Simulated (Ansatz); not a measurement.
Two members of one family ([LnCl6]3-), computed with Ansatz in the gas phase; def2 core potentials for Eu, Sm, no spin–orbit coupling. The two geometries come from different levels. HOMO and LUMO are taken over both spins. With an open 4f shell the SCF may have ended above the lowest state. Levels of anions in sets without diffuse functions are rough. The structures are stationary points that may keep the symmetry of their start. Remarks come from the PBE and PBE0 runs and from stability tests at other levels; not every state was tested. A HOMO above zero means that the electron is unbound at that level and held by the basis, or that self-interaction error raises the level; the energy of removing that electron tells which.

First: [SmCl6]3- (sextet, charge -3, PBE-D4/def2-SVP geometry).

```xyz
7

Sm    0.000    0.000    0.000
Cl    1.386    1.402    1.968
Cl   -1.386   -1.402   -1.968
Cl    1.390    1.412   -1.985
Cl   -1.390   -1.412    1.985
Cl   -1.982    1.956    0.003
Cl    1.982   -1.956   -0.003
```

```tsv
level	HOMO (eV)	LUMO (eV)	gap (eV)
PBE-D4/def2-SVP	5.53	6.18	0.66
PBE-D4/def2-TZVP	4.71	5.38	0.67
r2SCAN-D4/def2-TZVP	4.18	5.47	1.29
PBE0-D4/def2-SVP	3.95	7.65	3.70
PBE0-D4/def2-TZVP	3.17	6.96	3.79
```

Metal–donor distances: 6 × Cl 2.79 to 2.80 Å. Remarks: HOMO above zero at PBE or PBE0, spin-contaminated (⟨S²⟩ up to 8.88).

Second: [EuCl6]3- (septet, charge -3, r2SCAN-D4/def2-SVP geometry).

```
atom    x (Å)    y (Å)    z (Å)
 Eu1   0.0000   0.0000   0.0000
 Cl2   1.9838   1.2703   1.4859
 Cl3  -1.9832  -1.2698  -1.4871
 Cl4   0.4482  -2.3139   1.4845
 Cl5  -0.4489   2.3142  -1.4839
 Cl6   1.9432  -0.7437  -1.8518
 Cl7  -1.9431   0.7429   1.8524
```

Question: Estimate how these quantities change from the first to the second (second minus first).

Answer: 
```tsv
level	Δ HOMO (eV)	Δ LUMO (eV)	Δ gap (eV)
PBE-D4/def2-SVP	-0.03	-0.47	-0.44
PBE-D4/def2-TZVP	-0.03	-0.48	-0.45
r2SCAN-D4/def2-TZVP	0.02	-0.74	-0.76
PBE0-D4/def2-SVP	0.03	-1.13	-1.16
PBE0-D4/def2-TZVP	0.02	-1.10	-1.11
```

Metal–donor distances: 6 × Cl 2.79 Å. Remarks: HOMO above zero at PBE or PBE0, spin-contaminated (⟨S²⟩ up to 12.25).
